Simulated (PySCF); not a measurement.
C₂H₉NSi₃, SMILES [SiH3][Si@H]1CN=C[SiH2]1. Atoms are numbered in the order given.

```xyz
15

Si    -2.4771     0.5581    -0.3120
Si    -0.5594    -0.4515     0.5772
C      0.4001    -1.4988    -0.7619
N      1.7412    -1.0196    -1.0816
C      2.2303     0.0042    -0.5016
Si     1.2504     0.9941     0.8303
H     -3.4707    -0.4646    -0.7584
H     -3.1316     1.4535     0.6872
H     -2.0742     1.3734    -1.4971
H     -0.8712    -1.2668     1.7881
H     -0.1670    -1.5508    -1.7075
H      0.4877    -2.5482    -0.4301
H      3.2520     0.2938    -0.8039
H      1.9647     0.9967     2.1404
H      1.0449     2.4077     0.3977
```

Geometry: B3LYP-D3(BJ)/def2-SVP. The structure was generated by enumeration; whether it is a known compound was not checked. The values are those of a single conformer.

Level of theory: PBE0/def2-TZVP in PySCF.

Task: Estimate the frontier levels, gap, dipole moment and polarisability. (The exact figures need the calculation; the answer reports its results.)

Result: 
highest occupied level: -6.68 eV
lowest empty level: -1.04 eV
orbital gap: 5.64 eV
dipole moment: 0.80 D
quadrupole, principal values (traceless, Buckingham form, about the centre of nuclear charge): -6.88, 0.70, 6.18 D·Å
mean static polarisability: 117.3 bohr³ (17.39 Å³)
polarisability, principal values: 95.1, 116.6, 140.2 bohr³
